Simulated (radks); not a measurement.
Nd3+, configuration [Xe] 4f3 (the NIST ground configuration). Method: scalar-relativistic Kohn-Sham, PBE, spin-polarised, spherical densities, finite nucleus; open shells are filled with parallel spins first (spin-orbit coupling, left out, can overturn this in heavy ions); Fermi nuclear charge, rms radius 4.9123 fm; computed with a radial shooting solver on a logarithmic mesh with Libxc functionals.

Radial electron density D(r) = 4 pi r^2 rho(r):

```
   r/bohr * D(r) (the largest magnitude, 105, reaches the edge; | marks zero)
0.0009604 | *
 0.001109 | *
 0.001271 | *
 0.001456 |  *
 0.001681 |   *
 0.001926 |    *
 0.002225 |     *
 0.002549 |      *
  0.00292 |        *
 0.003372 |          *
 0.003864 |            *
 0.004426 |               *
 0.005112 |                  *
 0.005857 |                     *
  0.00671 |                         *
 0.007749 |                            *
 0.008878 |                                *
  0.01025 |                                   *
  0.01175 |                                      *
  0.01346 |                                        *
  0.01554 |                                         *
  0.01781 |                                         *
   0.0204 |                                        *
  0.02356 |                                      *
  0.02699 |                                    *
  0.03093 |                                    *
  0.03572 |                                    *
  0.04092 |                                       *
  0.04726 |                                           *
  0.05414 |                                                *
  0.06203 |                                                    *
  0.07164 |                                                      *
  0.08207 |                                                     *
  0.09403 |                                                 *
   0.1086 |                                            *
   0.1244 |                                        *
   0.1437 |                                        *
   0.1646 |                                           *
   0.1886 |                                              *
   0.2178 |                                              *
   0.2495 |                                         *
   0.2859 |                                 *
   0.3302 |                       *
   0.3783 |                  *
   0.4334 |                 *
   0.5005 |                   *
   0.5734 |                    *
   0.6622 |                  *
   0.7587 |              *
   0.8692 |          *
    1.004 |       *
     1.15 |     *
    1.318 |    *
    1.522 |   *
    1.743 |  *
    1.997 | *
    2.307 |*
    2.643 |*
    3.052 *
    3.497 *
    4.006 *
    4.627 *
    5.301 *
```

D(r) has 4 maxima, at r = 0.0164, 0.0728, 0.204, 0.564 bohr, and minima at 0.0317, 0.135, 0.410 bohr, inside which lie 1.96, 11.16, 29.04 electrons.
